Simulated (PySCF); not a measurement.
HIn, charge -1, doublet, at a GFN2-xTB geometry (such geometries of metal compounds can be far from the true shape) (a state made from the parent by changing its charge; the spin is typed, not shown lowest) (core potentials on In), atoms displaced at random by about 0.08 Å a coordinate; HF/def2-TZVP, gradient by finite differences (PySCF).

PySCF was given this input:
```python
from pyscf import gto, scf

mol = gto.Mole()
mol.atom = '''
    In   -0.063514   -0.029202   -0.134380
    H    -0.077242    0.057136    1.788487
'''
mol.basis = 'def2-tzvp'
mol.ecp = {'In': 'def2-tzvp'}
mol.charge = -1
mol.spin = 1
mol.verbose = 4
mol.build()

mf = scf.UHF(mol)
mf.conv_tol = 1e-11
mf.kernel()
scan, done = mf.as_scanner(), []
scan.scf_summary = {}
def energy(d):
    c = mol.atom_coords()
    c[1, 1] += d
    e = scan(mol.set_geom_(c, unit='Bohr', inplace=False))
    done.append(scan.converged)
    return e
h = 0.2
fd = (energy(h) - energy(-h)) / (2 * h)
print('dE/dx =', fd)
```

### Question
Write the output that PySCF gives for this input, abridged.

### Answer

```
PySCF version 2.14.0

[INPUT] verbose = 4
[INPUT] num. atoms = 2
[INPUT] num. electrons = 23
[INPUT] charge = -1
[INPUT] spin (= nelec alpha-beta = 2S) = 1
[INPUT] symmetry False subgroup None
[INPUT] Mole.unit = angstrom
[INPUT] Symbol           X                Y                Z      unit          X                Y                Z       unit  Magmom
[INPUT]  1 In    -0.063514000000  -0.029202000000  -0.134380000000 AA   -0.120024065076  -0.055183782290  -0.253941396619 Bohr   0.0
[INPUT]  2 H     -0.077242000000   0.057136000000   1.788487000000 AA   -0.145966225314   0.107971391853   3.379750607345 Bohr   0.0

nuclear repulsion = 5.77328228453548
number of shells = 20
number of NR pGTOs = 99
number of NR cGTOs = 56
basis = def2-tzvp
ecp = {'In': 'def2-tzvp'}

******** <class 'pyscf.scf.uhf.UHF'> ********
method = UHF
initial guess = minao
damping factor = 0
level_shift factor = 0
DIIS = <class 'pyscf.scf.diis.CDIIS'>
diis_start_cycle = 1
diis_space = 8
diis_damp = 0
SCF conv_tol = 1e-11
SCF conv_tol_grad = None
SCF max_cycles = 50
direct_scf = True
direct_scf_tol = 1e-13
number electrons alpha = 12  beta = 11
Set gradient conv threshold to 3.16228e-06
init E= -156.407796789606

cycle= 1 E= -189.277294241456  delta_E= -32.9  |g|= 1.26  |ddm|= 31.6
cycle= 2 E= -189.653958492413  delta_E= -0.377  |g|= 0.651  |ddm|= 4.09
cycle= 3 E= -189.766722722983  delta_E= -0.113  |g|= 0.0613  |ddm|= 0.942
cycle= 4 E= -189.768798839313  delta_E= -0.00208  |g|= 0.0104  |ddm|= 0.175
cycle= 5 E= -189.76909835908  delta_E= -0.0003  |g|= 0.00357  |ddm|= 0.0685
cycle= 6 E= -189.769156707661  delta_E= -5.83e-05  |g|= 0.00119  |ddm|= 0.0389
cycle= 7 E= -189.76916362337  delta_E= -6.92e-06  |g|= 0.000423  |ddm|= 0.0148
cycle= 8 E= -189.769164296401  delta_E= -6.73e-07  |g|= 0.000173  |ddm|= 0.00423
cycle= 9 E= -189.769164416143  delta_E= -1.2e-07  |g|= 8.45e-05  |ddm|= 0.00132
cycle= 10 E= -189.769164449754  delta_E= -3.36e-08  |g|= 5.29e-05  |ddm|= 0.000447
cycle= 11 E= -189.769164470023  delta_E= -2.03e-08  |g|= 2.06e-05  |ddm|= 0.000546
cycle= 12 E= -189.769164472252  delta_E= -2.23e-09  |g|= 1e-05  |ddm|= 0.000177
cycle= 13 E= -189.769164472706  delta_E= -4.53e-10  |g|= 2.51e-06  |ddm|= 9.95e-05
cycle= 14 E= -189.769164472727  delta_E= -2.13e-11  |g|= 4.45e-07  |ddm|= 2.1e-05
cycle= 15 E= -189.769164472727  delta_E= -2.56e-13  |g|= 1.04e-07  |ddm|= 3.54e-06
Extra cycle  E= -189.769164472727  delta_E= -1.14e-13  |g|= 5.46e-08  |ddm|= 5.11e-07
converged SCF energy = -189.769164472727  <S^2> = 0.76471955  2S+1 = 2.0146658
Create scanner for <class 'pyscf.scf.uhf.UHF'>

WARN: Mole.unit (angstrom) is changed to Bohr

New geometry
   1 In    -0.063514000000  -0.029202000000  -0.134380000000 AA   -0.120024065076  -0.055183782290  -0.253941396619 Bohr
   2 H     -0.077242000000   0.162971442184   1.788487000000 AA   -0.145966225314   0.307971391853   3.379750607345 Bohr

******** <class 'pyscf.scf.hf.UHF_Scanner'> ********
method = UHF_Scanner
initial guess = minao
damping factor = 0
level_shift factor = 0
DIIS = <class 'pyscf.scf.diis.CDIIS'>
diis_start_cycle = 1
diis_space = 8
diis_damp = 0
SCF conv_tol = 1e-11
SCF conv_tol_grad = None
SCF max_cycles = 50
direct_scf = True
direct_scf_tol = 1e-13
number electrons alpha = 12  beta = 11
Set gradient conv threshold to 3.16228e-06
init E= -189.768210207343
cycle= 1 E= -189.7690186554  delta_E= -0.000808  |g|= 0.0049  |ddm|= 0.0284
cycle= 2 E= -189.769069580626  delta_E= -5.09e-05  |g|= 0.00244  |ddm|= 0.0116
cycle= 3 E= -189.769092023741  delta_E= -2.24e-05  |g|= 0.00175  |ddm|= 0.00978
cycle= 4 E= -189.769108161963  delta_E= -1.61e-05  |g|= 0.000576  |ddm|= 0.0138
cycle= 5 E= -189.769110412864  delta_E= -2.25e-06  |g|= 0.000201  |ddm|= 0.00675
cycle= 6 E= -189.769110629289  delta_E= -2.16e-07  |g|= 0.000115  |ddm|= 0.00146
cycle= 7 E= -189.769110701282  delta_E= -7.2e-08  |g|= 6.17e-05  |ddm|= 0.000798
cycle= 8 E= -189.769110731254  delta_E= -3e-08  |g|= 2.19e-05  |ddm|= 0.000705
cycle= 9 E= -189.769110734566  delta_E= -3.31e-09  |g|= 7.46e-06  |ddm|= 0.000227
cycle= 10 E= -189.769110734765  delta_E= -1.99e-10  |g|= 3.87e-06  |ddm|= 3.49e-05
cycle= 11 E= -189.769110734848  delta_E= -8.23e-11  |g|= 2.63e-06  |ddm|= 2.2e-05
cycle= 12 E= -189.769110734898  delta_E= -5.07e-11  |g|= 2.4e-06  |ddm|= 1.45e-05
cycle= 13 E= -189.769110734987  delta_E= -8.9e-11  |g|= 2.19e-06  |ddm|= 2.71e-05
cycle= 14 E= -189.769110735213  delta_E= -2.25e-10  |g|= 1.55e-06  |ddm|= 8.71e-05
cycle= 15 E= -189.76911073536  delta_E= -1.47e-10  |g|= 8.41e-07  |ddm|= 0.000104
cycle= 16 E= -189.769110735385  delta_E= -2.5e-11  |g|= 3.15e-07  |ddm|= 5.14e-05
cycle= 17 E= -189.769110735385  delta_E= -7.11e-13  |g|= 1.45e-07  |ddm|= 7.63e-06
Extra cycle  E= -189.769110735386  delta_E= -9.38e-13  |g|= 9.33e-08  |ddm|= 4e-07
converged SCF energy = -189.769110735386  <S^2> = 0.7647138  2S+1 = 2.0146601

WARN: Mole.unit (angstrom) is changed to Bohr

New geometry
   1 In    -0.063514000000  -0.029202000000  -0.134380000000 AA   -0.120024065076  -0.055183782290  -0.253941396619 Bohr
   2 H     -0.077242000000  -0.048699442184   1.788487000000 AA   -0.145966225314  -0.092028608147   3.379750607345 Bohr

******** <class 'pyscf.scf.hf.UHF_Scanner'> ********
method = UHF_Scanner
initial guess = minao
damping factor = 0
level_shift factor = 0
DIIS = <class 'pyscf.scf.diis.CDIIS'>
diis_start_cycle = 1
diis_space = 8
diis_damp = 0
SCF conv_tol = 1e-11
SCF conv_tol_grad = None
SCF max_cycles = 50
direct_scf = True
direct_scf_tol = 1e-13
number electrons alpha = 12  beta = 11
Set gradient conv threshold to 3.16228e-06
init E= -189.769739283509
cycle= 1 E= -189.76880891393  delta_E= 0.00093  |g|= 0.00962  |ddm|= 0.0566
cycle= 2 E= -189.769011394228  delta_E= -0.000202  |g|= 0.0048  |ddm|= 0.0233
cycle= 3 E= -189.769104047025  delta_E= -9.27e-05  |g|= 0.00348  |ddm|= 0.0205
cycle= 4 E= -189.769165601986  delta_E= -6.16e-05  |g|= 0.00114  |ddm|= 0.027
cycle= 5 E= -189.7691743405  delta_E= -8.74e-06  |g|= 0.000397  |ddm|= 0.0134
cycle= 6 E= -189.769175221828  delta_E= -8.81e-07  |g|= 0.000225  |ddm|= 0.00293
cycle= 7 E= -189.769175509418  delta_E= -2.88e-07  |g|= 0.000116  |ddm|= 0.00166
cycle= 8 E= -189.769175614788  delta_E= -1.05e-07  |g|= 4.06e-05  |ddm|= 0.00133
cycle= 9 E= -189.769175626024  delta_E= -1.12e-08  |g|= 1.21e-05  |ddm|= 0.000416
cycle= 10 E= -189.769175626775  delta_E= -7.51e-10  |g|= 5.93e-06  |ddm|= 7.72e-05
cycle= 11 E= -189.769175626971  delta_E= -1.96e-10  |g|= 5.03e-06  |ddm|= 2.78e-05
cycle= 12 E= -189.769175627137  delta_E= -1.66e-10  |g|= 4.68e-06  |ddm|= 2.42e-05
cycle= 13 E= -189.76917562751  delta_E= -3.73e-10  |g|= 4.23e-06  |ddm|= 5.82e-05
cycle= 14 E= -189.769175628388  delta_E= -8.78e-10  |g|= 3e-06  |ddm|= 0.000177
cycle= 15 E= -189.769175628951  delta_E= -5.62e-10  |g|= 1.7e-06  |ddm|= 0.000211
cycle= 16 E= -189.769175629018  delta_E= -6.73e-11  |g|= 9.84e-07  |ddm|= 5.98e-05
cycle= 17 E= -189.769175629039  delta_E= -2.13e-11  |g|= 5.9e-07  |ddm|= 3.84e-05
cycle= 18 E= -189.769175629042  delta_E= -3.27e-12  |g|= 3.27e-07  |ddm|= 1.32e-05
Extra cycle  E= -189.769175629043  delta_E= -4.26e-13  |g|= 2.56e-07  |ddm|= 1.1e-06
converged SCF energy = -189.769175629043  <S^2> = 0.76472106  2S+1 = 2.0146673
dE/dx = 0.0001622341414275752
```
